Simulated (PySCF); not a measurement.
In(Cl)2(SeH) (Cl₂HInSe), SMILES [Cl][In]([Cl])[SeH].

Coordinates come from a B3LYP-D3(BJ)/def2-SVP optimisation. The structure was generated by enumeration; whether it is a known compound was not checked. The def2 effective core potentials stand for the cores of In; spin–orbit coupling is left out. One conformer was computed; it need not be the lowest.

Calculation: PySCF with PBE/def2-TZVP.

The molecule is in vacuum.

```json
{
  "total_energy": "-3512.12974 hartree",
  "point_group": "Cs",
  "highest_occupied_level": "-6.78 eV",
  "lowest_empty_level": "-3.64 eV",
  "orbital_gap": "3.14 eV",
  "dipole_moment": "2.19 D",
  "quadrupole, principal values (traceless, Buckingham form, about the centre of nuclear charge)": "-4.81, 0.20, 4.60 D·Å",
  "mean_static_polarisability": "93.2 bohr³ (13.81 Å³)",
  "polarisability_principal_values": "60.4, 99.0, 120.2 bohr³"
}
```
